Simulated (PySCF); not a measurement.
C5H4F2O, SMILES C1(F)=COC(=C)[C@@H]1F.

Geometry: PBE-D3(BJ)/def2-SVP. The structure was generated by enumeration; whether it is a known compound was not checked. One conformer was computed; it need not be the lowest.

All values below come from PBE-D3(BJ)/def2-SVP in PySCF 2.14.0.

Frequencies are harmonic and unscaled.

Computed normal modes with their intensities:
```json
[
 {"mode": "1", "ν (cm⁻¹)": "78", "IR (km/mol)": "0.7", "moving atoms (share of kinetic energy)": "F 38 %, C 34 %, O 17 %, H 11 %"},
 {"mode": "2", "ν (cm⁻¹)": "210", "IR (km/mol)": "1.1", "moving atoms (share of kinetic energy)": "F 82 %, C 15 %"},
 {"mode": "3", "ν (cm⁻¹)": "241", "IR (km/mol)": "1.9", "moving atoms (share of kinetic energy)": "C 44 %, F 41 %, H 15 %"},
 {"mode": "4", "ν (cm⁻¹)": "299", "IR (km/mol)": "3.4", "moving atoms (share of kinetic energy)": "C 44 %, F 28 %, H 22 %"},
 {"mode": "5", "ν (cm⁻¹)": "346", "IR (km/mol)": "3.3", "moving atoms (share of kinetic energy)": "C 45 %, O 27 %, F 18 %, H 10 %"},
 {"mode": "6", "ν (cm⁻¹)": "442", "IR (km/mol)": "5.0", "moving atoms (share of kinetic energy)": "C 44 %, H 28 %, O 16 %, F 12 %"},
 {"mode": "7", "ν (cm⁻¹)": "530", "IR (km/mol)": "1.2", "moving atoms (share of kinetic energy)": "C 55 %, F 35 %, H 8 %"},
 {"mode": "8", "ν (cm⁻¹)": "573", "IR (km/mol)": "5.9", "moving atoms (share of kinetic energy)": "C 63 %, H 21 %, F 12 %"},
 {"mode": "9", "ν (cm⁻¹)": "644", "IR (km/mol)": "11.0", "moving atoms (share of kinetic energy)": "C 47 %, F 34 %, H 11 %, O 8 %"},
 {"mode": "10", "ν (cm⁻¹)": "704", "IR (km/mol)": "2.5", "moving atoms (share of kinetic energy)": "H 78 %, C 13 %"},
 {"mode": "11", "ν (cm⁻¹)": "718", "IR (km/mol)": "5.5", "moving atoms (share of kinetic energy)": "C 45 %, O 35 %, F 11 %, H 9 %"},
 {"mode": "12", "ν (cm⁻¹)": "815", "IR (km/mol)": "19.8", "moving atoms (share of kinetic energy)": "H 68 %, C 31 %"},
 {"mode": "13", "ν (cm⁻¹)": "831", "IR (km/mol)": "39.8", "moving atoms (share of kinetic energy)": "H 67 %, C 29 %"},
 {"mode": "14", "ν (cm⁻¹)": "861", "IR (km/mol)": "11.8", "moving atoms (share of kinetic energy)": "C 52 %, H 25 %, O 22 %"},
 {"mode": "15", "ν (cm⁻¹)": "886", "IR (km/mol)": "12.5", "moving atoms (share of kinetic energy)": "H 53 %, C 40 %"},
 {"mode": "16", "ν (cm⁻¹)": "922", "IR (km/mol)": "34.1", "moving atoms (share of kinetic energy)": "C 70 %, H 21 %, F 9 %"},
 {"mode": "17", "ν (cm⁻¹)": "1024", "IR (km/mol)": "116.4", "moving atoms (share of kinetic energy)": "C 68 %, F 25 %"},
 {"mode": "18", "ν (cm⁻¹)": "1137", "IR (km/mol)": "106.8", "moving atoms (share of kinetic energy)": "H 42 %, O 35 %, C 23 %"},
 {"mode": "19", "ν (cm⁻¹)": "1167", "IR (km/mol)": "4.8", "moving atoms (share of kinetic energy)": "H 64 %, C 34 %"},
 {"mode": "20", "ν (cm⁻¹)": "1187", "IR (km/mol)": "241.3", "moving atoms (share of kinetic energy)": "C 60 %, H 20 %, O 13 %"},
 {"mode": "21", "ν (cm⁻¹)": "1279", "IR (km/mol)": "25.1", "moving atoms (share of kinetic energy)": "H 65 %, C 27 %"},
 {"mode": "22", "ν (cm⁻¹)": "1288", "IR (km/mol)": "5.6", "moving atoms (share of kinetic energy)": "H 50 %, C 40 %"},
 {"mode": "23", "ν (cm⁻¹)": "1342", "IR (km/mol)": "89.6", "moving atoms (share of kinetic energy)": "C 50 %, H 45 %"},
 {"mode": "24", "ν (cm⁻¹)": "1353", "IR (km/mol)": "42.1", "moving atoms (share of kinetic energy)": "C 50 %, H 47 %"},
 {"mode": "25", "ν (cm⁻¹)": "1689", "IR (km/mol)": "26.1", "moving atoms (share of kinetic energy)": "C 93 %"},
 {"mode": "26", "ν (cm⁻¹)": "1720", "IR (km/mol)": "19.7", "moving atoms (share of kinetic energy)": "C 93 %"},
 {"mode": "27", "ν (cm⁻¹)": "2977", "IR (km/mol)": "18.5", "moving atoms (share of kinetic energy)": "H 92 %"},
 {"mode": "28", "ν (cm⁻¹)": "3109", "IR (km/mol)": "1.2", "moving atoms (share of kinetic energy)": "H 95 %"},
 {"mode": "29", "ν (cm⁻¹)": "3203", "IR (km/mol)": "3.6", "moving atoms (share of kinetic energy)": "H 91 %, C 9 %"},
 {"mode": "30", "ν (cm⁻¹)": "3218", "IR (km/mol)": "0.1", "moving atoms (share of kinetic energy)": "H 89 %, C 11 %"}
]
```
